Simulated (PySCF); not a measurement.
**Zinc: a sound run and one with changed settings**

Sound run: Zn [Ar] 3d10 4s2, Zn⁺ [Ar] 3d10 4s1. All numbers are calculated (PySCF 2.14, no relativity, point nucleus, in 6-31G* (5s4p2d1f, 34 functions)). In the sound run the correlated levels freeze [Ar]. The sound run starts from symmetry-adapted Hartree-Fock orbitals and uses a fine grid where one is needed.

Changed run: initial guess minao, at most 50 SCF cycles.

| species | method | sound run (hartree) | changed run (hartree) | converged |
| --- | --- | --- | --- | --- |
| Zn | UHF | -1777.48110 | -1777.48110 | yes |
| Zn | PBE | -1778.75257 | -1778.75257 | yes |
| Zn | CCSD(T) | -1777.72146 | -1777.72146 | yes |
| Zn⁺ | M06-2X | -1778.70217 | -1778.70217 | yes |
| Zn⁺ | MP2 | -1777.42528 | -1777.42528 | yes |

Here the plain start reaches the same solutions.
